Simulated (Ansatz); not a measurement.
CH$_{3}$S (SMILES [CH2-]S), charge -1, singlet, geometry from GFN2-xTB (a gas-phase anion, which may not be bound at this level). Base run: B3LYP/6-31G* (Ansatz, a first-principles code).

Geometry (Å):
```xyz
5

C     -0.1831     1.1614     0.0151
S     -0.0480    -0.5637    -0.0115
H      1.2960    -1.1431     0.0193
H      0.2576     1.5812     0.9363
H      0.3125     1.6132    -0.8621
```
Charge -1, spin multiplicity 1.
All else is at Ansatz's defaults.

Variants of this job, named by their change:

```csv
change,E (Eh)
base,-438.02999
functional = wB97M-V,-437.95360
functional = hf,-437.01983
functional = B97M-V,-437.91160
functional = blyp; dispersion = d3bjatm,-437.98322
functional = r2scan,-437.95619
functional = lc_wpbe,-437.86592
functional = b3lyp; dispersion = d4,-438.03473
functional = wB97X,-437.99018
functional = revpbe,-437.92828
functional = B2GP-PLYP,-437.73746
functional = PBE-QIDH,-437.68238
functional = cam_b3lyp,-437.98927
```

Totals shift with the method and basis; they matter in differences.

A gas-phase anion may not be bound at this level; its values then depend on the basis.
